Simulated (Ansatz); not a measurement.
AlH$_{6}$OPSi (`O[P]([AlH2])[SiH3]`) at its PBE0-D4/def2-TZVP geometry, where that method's forces vanish. Charge 0, multiplicity 1.

```xyz
10

O    -0.4712    1.8660    0.7699
P     0.1843    0.9942   -0.5067
Al   -1.5859   -0.3606   -1.1402
Si    1.3305   -0.6321    0.5504
H    -0.0255    2.7151    0.8317
H    -3.0699   -0.0109   -0.7135
H    -1.2197   -1.5795   -2.0868
H     2.4587   -0.0211    1.3028
H     0.5375   -1.4509    1.5110
H     1.8611   -1.5202   -0.5187
```

Question: What forces (eV/Å) does PBE-D4/def2-TZVPP give on these atoms in the Gaussian-basis code of Ansatz? (Best estimate.)

Answer: Ansatz gave: 
```
O1  -0.444 -0.097  0.393
P2   0.215 -0.079 -0.459
Al3  0.019 -0.036  0.018
Si4 -0.045 -0.026 -0.016
H5   0.225  0.409  0.028
H6  -0.117  0.035  0.030
H7   0.025 -0.084 -0.079
H8   0.122  0.065  0.080
H9  -0.065 -0.092  0.110
H10  0.065 -0.095 -0.103
```
